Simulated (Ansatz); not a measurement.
The first iterations of a band of H$_{4}$O$_{3}$Si (8 atoms, charge 0, multiplicity 1).

These are results of RKS PBE-D4/def2-SVP in Ansatz, not measurements.

```yaml
movable_images: 9
climbing_image: yes
spring: 5.0 eV/Å²
optimiser: quadratic models (default)
start_path: through a guess of the saddle point
force_threshold: 0.2 eV/Å
iteration_limit: 60
end_points: relaxed
```

Initial state:

```xyz
8
Properties=species:S:1:pos:R:3
Si -0.045 -0.115 0.403
H 0.105 0.129 1.869
O 1.393 -0.663 -0.265
H 2.193 -0.190 0.023
O -0.584 1.344 -0.193
H -0.935 1.297 -1.101
O -1.154 -1.296 0.002
H -0.743 -2.155 -0.198
```

Final state:

```xyz
8
Properties=species:S:1:pos:R:3
Si -0.927 0.101 0.657
H 1.651 -0.346 1.543
O 1.386 0.065 0.696
H 1.227 -0.703 0.091
O -0.971 1.372 -0.448
H -0.700 1.116 -1.352
O -0.559 -1.193 -0.478
H -0.877 -2.061 -0.169
```

| iteration | highest image above the first end (eV) | largest band force component (eV/Å) |
| --- | --- | --- |
| 1 | 11.087 | 65.728 |
| 2 | 3.233 | 12.104 |
| 3 | 3.012 | 6.439 |
| 4 | 2.950 | 2.631 |
| 5 | 2.910 | 1.303 |
| 6 | 2.748 | 1.423 |
| 7 | 2.830 | 3.480 |
| 8 | 2.668 | 1.909 |
| 9 | 2.578 | 0.906 |

Question: Does the band converge within its limit, and where does its top end?

Answer: The run converged. It ended after 27 iterations with the highest image 2.931 eV above the first end. The threshold of 0.2 eV/Å is loose, so the images may lie well off the minimum-energy path. The profile has 3 maxima (images 2, 6, 9) with wells between them (images 3, 8): this band takes more than one step, which may be the mechanism or a detour left from its start path. Neighbouring images differ by up to 2.8 eV, so the band resolves the path poorly. The order of the stationary point at the top wasn't checked. The orbitals stay closed-shell, which can raise the energy where a bond breaks towards radicals; this wasn't checked here.

The run took 6.4 min on 1 thread of Arm Neoverse V2 (shared host), peak memory 0.14 GiB.
